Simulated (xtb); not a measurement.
IPb (SMILES [I][Pb+]), charge +1, singlet, from a rough starting geometry (GFN-xTB shapes and energies of metal compounds can be far from the true ones); GFN2-xTB run with xtb.

Input for xtb:
```
$ xtb mol.xyz --gfn 2 --chrg 1 --opt vtight --json

# file mol.xyz
2

Pb    -0.83400410    -0.64514353    -0.71212692
I      0.90415609     0.65522133     0.74707498
```

### Question
Predict the main parts of the log of this xtb run.

### Answer

```
   ID    Z sym.   atoms
    1   82 Pb     1
    2   53 I      2

           -------------------------------------------------
          |                Calculation Setup                |
           -------------------------------------------------

           -------------------------------------------------
          |                 G F N 2 - x T B                 |
           -------------------------------------------------

          ...................................................
          :                      SETUP                      :
          :.................................................:
          :  # basis functions                  14          :
          :  # atomic orbitals                  13          :
          :  # shells                            5          :
          :  # electrons                        10          :
          :  max. iterations                   250          :
          :  Hamiltonian                  GFN2-xTB          :
          :  restarted?                      false          :
          :  GBSA solvation                  false          :
          :  PC potential                    false          :
          :  electronic temp.          300.0000000     K    :
          :  accuracy                    1.0000000          :
          :  -> integral cutoff          0.2500000E+02      :
          :  -> integral neglect         0.1000000E-07      :
          :  -> SCF convergence          0.1000000E-05 Eh   :
          :  -> wf. convergence          0.1000000E-03 e    :
          :  Broyden damping             0.4000000          :
          :  net charge                          1          :
          :  unpaired electrons                  0          :
          ...................................................

 iter      E             dE          RMSdq      gap      omega  full diag
   1     -5.7037546 -0.570375E+01  0.146E+01    4.89       0.0  T
   2     -5.7326499 -0.288953E-01  0.137E+01    2.90       1.0  T
   3     -5.7571159 -0.244661E-01  0.916E+00    3.46       1.0  T
   4     -5.7218503  0.352656E-01  0.638E+00    2.64       1.0  T
   5     -5.7589078 -0.370575E-01  0.954E-01    3.22       1.0  T
   6     -5.7576383  0.126944E-02  0.111E+00    3.08       1.0  T
   7     -5.7590070 -0.136870E-02  0.301E-01    3.19       1.0  T
   8     -5.7589802  0.268357E-04  0.225E-01    3.18       1.0  T
   9     -5.7590354 -0.552179E-04  0.625E-02    3.20       1.1  T
  10     -5.7590362 -0.767083E-06  0.454E-02    3.20       1.6  T
  11     -5.7590376 -0.143365E-05  0.158E-02    3.20       4.5  T
  12     -5.7590378 -0.226567E-06  0.909E-04    3.21      77.7  T
  13     -5.7590378 -0.935595E-09  0.314E-05    3.21    2255.3  T

   *** convergence criteria satisfied after 13 iterations ***

         :::::::::::::::::::::::::::::::::::::::::::::::::::::
         ::                     SUMMARY                     ::
         :::::::::::::::::::::::::::::::::::::::::::::::::::::
         :: total energy              -5.751322203776 Eh    ::
         :: gradient norm              0.013727573825 Eh/a0 ::
         :: HOMO-LUMO gap              3.205951374484 eV    ::
         ::.................................................::
         :: SCC energy                -5.759037841667 Eh    ::
         :: -> isotropic ES            0.147578299620 Eh    ::
         :: -> anisotropic ES          0.004154348677 Eh    ::
         :: -> anisotropic XC         -0.001701195591 Eh    ::
         :: -> dispersion             -0.001078149135 Eh    ::
         :: repulsion energy           0.007715637891 Eh    ::
         :: add. restraining           0.000000000000 Eh    ::
         :: total charge               1.000000000000 e     ::
         :::::::::::::::::::::::::::::::::::::::::::::::::::::

      -----------------------------------------------------------
     |                   =====================                   |
     |                        A N C O P T                        |
     |                   =====================                   |
     |               Approximate Normal Coordinate               |
     |                Rational Function Optimizer                |
      -----------------------------------------------------------
      -----------------------------------------------------------
     |                   =====================                   |
     |                        A N C O P T                        |
     |                   =====================                   |
     |               Approximate Normal Coordinate               |
     |                Rational Function Optimizer                |
      -----------------------------------------------------------

          ...................................................
          :                      SETUP                      :
          :.................................................:
          :   optimization level         verytight          :
          :   max. optcycles                   200          :
          :   ANC micro-cycles                  20          :
          :   degrees of freedom                 1          :
          :.................................................:
          :   RF solver                   davidson          :
          :   write xtbopt.log                true          :
          :   linear (good luck)              true          :
          :   energy convergence         0.1000000E-06 Eh   :
          :   grad. convergence          0.2000000E-03 Eh/α :
          :   maxmium RF displ.          1.0000000          :
          :   Hlow (freq-cutoff)         0.1000000E-01      :
          :   Hmax (freq-cutoff)         5.0000000          :
          :   S6 in model hess.         20.0000000          :
          ...................................................

generating ANC from exact Hessian ...
Using Lindh-Hessian (1995)
 Shifting diagonal of input Hessian by    0.0000000000000000
[...]
 * total energy  :    -5.7513222 Eh     change       -0.9325873E-12 Eh
 * total energy  :    -5.7347447 Eh     change        0.1657753E-01 Eh
 * total energy  :    -5.7505045 Eh     change       -0.1575980E-01 Eh
 * total energy  :    -5.7495319 Eh     change        0.9726188E-03 Eh
 * total energy  :    -5.7515553 Eh     change       -0.2023406E-02 Eh
 * total energy  :    -5.7515978 Eh     change       -0.4250661E-04 Eh
 * total energy  :    -5.7515991 Eh     change       -0.1330962E-05 Eh
 * total energy  :    -5.7515997 Eh     change       -0.5940201E-06 Eh
 * total energy  :    -5.7515997 Eh     change       -0.3000533E-10 Eh
   *** GEOMETRY OPTIMIZATION CONVERGED AFTER 9 ITERATIONS ***
[...]
           -------------------------------------------------

          ...................................................
          :                      SETUP                      :
          :.................................................:
          :  # basis functions                  14          :
          :  # atomic orbitals                  13          :
          :  # shells                            5          :
          :  # electrons                        10          :
          :  max. iterations                   250          :
          :  Hamiltonian                  GFN2-xTB          :
          :  restarted?                      false          :
          :  GBSA solvation                  false          :
          :  PC potential                    false          :
          :  electronic temp.          300.0000000     K    :
          :  accuracy                    1.0000000          :
          :  -> integral cutoff          0.2500000E+02      :
          :  -> integral neglect         0.1000000E-07      :
          :  -> SCF convergence          0.1000000E-05 Eh   :
          :  -> wf. convergence          0.1000000E-03 e    :
          :  Broyden damping             0.4000000          :
          :  net charge                          1          :
          :  unpaired electrons                  0          :
          ...................................................

 iter      E             dE          RMSdq      gap      omega  full diag
   1     -5.7577455 -0.575775E+01  0.323E-05    3.07       0.0  T
   2     -5.7577455 -0.301981E-13  0.242E-05    3.07    2917.6  T
   3     -5.7577455  0.248690E-13  0.223E-05    3.07    3167.7  T

   *** convergence criteria satisfied after 3 iterations ***

         :::::::::::::::::::::::::::::::::::::::::::::::::::::
         ::                     SUMMARY                     ::
         :::::::::::::::::::::::::::::::::::::::::::::::::::::
         :: total energy              -5.751599695157 Eh    ::
         :: gradient norm              0.000000040524 Eh/a0 ::
         :: HOMO-LUMO gap              3.073737256454 eV    ::
         ::.................................................::
         :: SCC energy                -5.757745503323 Eh    ::
         :: -> isotropic ES            0.148252183484 Eh    ::
         :: -> anisotropic ES          0.003897821019 Eh    ::
         :: -> anisotropic XC         -0.000900978686 Eh    ::
         :: -> dispersion             -0.001078202591 Eh    ::
         :: repulsion energy           0.006145808166 Eh    ::
         :: add. restraining           0.000000000000 Eh    ::
         :: total charge               1.000000000000 e     ::
         :::::::::::::::::::::::::::::::::::::::::::::::::::::

           -------------------------------------------------
          |                Property Printout                |
           -------------------------------------------------

    * Orbital Energies and Occupations

         #    Occupation            Energy/Eh            Energy/eV
      -------------------------------------------------------------
         1        2.0000           -1.1076499             -30.1407
         2        2.0000           -0.9421641             -25.6376
         3        2.0000           -0.6511123             -17.7177
         4        2.0000           -0.6299620             -17.1421
         5        2.0000           -0.6299620             -17.1421 (HOMO)
         6                         -0.5170043             -14.0684 (LUMO)
         7                         -0.5170043             -14.0684
         8                         -0.3233773              -8.7995
         9                         -0.1972142              -5.3665
        10                         -0.1972142              -5.3665
        11                         -0.1633689              -4.4455
        12                         -0.1633689              -4.4455
        13                          0.1291795               3.5152
      -------------------------------------------------------------
                  HL-Gap            0.1129578 Eh            3.0737 eV
             Fermi-level           -0.5734831 Eh          -15.6053 eV

     #   Z          covCN         q      C6AA      α(0)
     1  82 Pb       0.928     0.958   510.842    50.006
     2  53 I        0.928     0.042   368.774    33.150

 Mol. C6AA /au·bohr⁶  :       1731.281789
 Mol. C8AA /au·bohr⁸  :     217446.249585
 Mol. α(0) /au        :         83.155990

Wiberg/Mayer (AO) data.
largest (>0.10) Wiberg bond orders for each atom

 ---------------------------------------------------------------------------
     #   Z sym  total        # sym  WBO       # sym  WBO       # sym  WBO
 ---------------------------------------------------------------------------
     1  82 Pb   1.656 --     2 I    1.656
     2  53 I    1.656 --     1 Pb   1.656
 ---------------------------------------------------------------------------

Topologies differ in total number of bonds
Writing topology from bond orders to xtbtopo.mol

molecular dipole:
                 x           y           z       tot (Debye)
 q only:       -1.456      -1.129      -1.245
   full:       -2.380      -1.820      -2.020       9.184
molecular quadrupole (traceless):
                xx          xy          yy          xz          yz          zz
 q only:        0.871       2.965      -0.690       3.279       2.528      -0.181
  q+dip:        0.554       2.192      -0.436       2.380       1.902      -0.118
   full:        0.225       1.189      -0.174       1.254       1.060      -0.051

optimized geometry written to: xtbopt.xyz

           -------------------------------------------------
          | TOTAL ENERGY               -5.751599695157 Eh   |
          | GRADIENT NORM               0.000000040524 Eh/α |
          | HOMO-LUMO GAP               3.073737256454 eV   |
           -------------------------------------------------
```
